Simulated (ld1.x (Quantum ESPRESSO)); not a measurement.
## Reading a pseudo-wave (Zn)

Columns: radius, all-electron u(r) and pseudo u(r) of the 3d shell (level -30.87 eV) of zinc in the configuration [Ar] 3d10 4s0 4p0; Wu–Cohen, scalar-relativistic, RRKJ scheme, ld1.x (Quantum ESPRESSO) 7.5.

```csv
r (bohr),all-electron,pseudo
0.115,0.1659,0.0675
0.230,0.5497,0.4008
0.345,0.8541,0.8368
0.460,1.0090,1.0692
0.575,1.0461,1.0766
0.690,1.0127,1.0148
0.805,0.9449,0.9449
0.920,0.8635,0.8635
1.035,0.7798,0.7798
1.150,0.6989,0.6989
1.265,0.6234,0.6234
1.380,0.5541,0.5541
1.495,0.4910,0.4910
1.610,0.4341,0.4341
1.725,0.3830,0.3830
1.840,0.3372,0.3372
1.955,0.2965,0.2965
2.070,0.2604,0.2604
2.185,0.2285,0.2285
2.300,0.2003,0.2003
2.415,0.1755,0.1755
2.530,0.1537,0.1537
2.645,0.1344,0.1344
2.760,0.1175,0.1175
2.875,0.1027,0.1027
2.990,0.0896,0.0896
```

Problem. How many radial nodes do the two functions have?

Solution. The all-electron 3d function has n − l − 1 = 0; the pseudo-wave has 0.

Problem. At about which radius was the pseudo-wave matched?

Solution. 0.75 bohr, where the columns begin to agree (steps of 0.12 bohr).

Problem. Where does each function peak?

Solution. Outermost all-electron maximum near 0.57 bohr, pseudo maximum near 0.57 bohr (to the table’s step).

Problem. Is the pseudo-wave norm-conserving?

Solution. Yes: the RRKJ scheme keeps the norm inside the radius equal to the all-electron one, which fixes the energy derivative of the logarithmic derivative at the level.
